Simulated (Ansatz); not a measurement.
HFSi (SMILES F[SiH]), singlet, geometry from GFN2-xTB. Base run: Ansatz (a quantum-chemistry and plane-wave program) with MP2/def2-SV(P).

Here is a job for Ansatz.
Ansatz 0.2 input:
```yaml
crystal:
  periodic: [false, false, false]
  atoms:
    - {symbol: Si, position_ang: [-0.24845443, -0.32714290, 0.45770159]}
    - {symbol: H, position_ang: [-0.88585188, -1.16646728, -0.57945722]}
    - {symbol: F, position_ang: [0.48491266, 0.63849643, -0.64759612]}
basis:
  gaussian:
    orbitals: def2-SV_P_.json
magnetization: {spin_polarized: false}
correlation: {method: mp2}
```
The basis file holds def2-SV(P) in the JSON format of the Basis Set Exchange.

Variants of this job, named by their change:

```tsv
change	basis functions	E (Eh)	MP2 correlation (Eh)
base	34	-389.02793	-0.25877
basis = STO-3G	15	-384.22243	-0.05231
basis = 3-21G	24	-387.04080	-0.16098
basis = 6-31G*	36	-389.17290	-0.24292
basis = cc-pVDZ	37	-389.21671	-0.26968
basis = def2-SVP	37	-389.03881	-0.26761
basis = pc-1	37	-389.17350	-0.26468
basis = cc-pV(D+d)Z	42	-389.22381	-0.27025
basis = 6-31+G*	44	-389.18982	-0.25049
basis = def2-SVPD	55	-389.06518	-0.28289
basis = 6-311++G**	60	-389.27502	-0.29225
basis = cc-pVTZ	78	-389.35786	-0.35479
basis = def2-QZVP	157	-389.40716	-0.38572
```

Totals compare only among sets that treat the same electrons; sets with core potentials leave the core out.
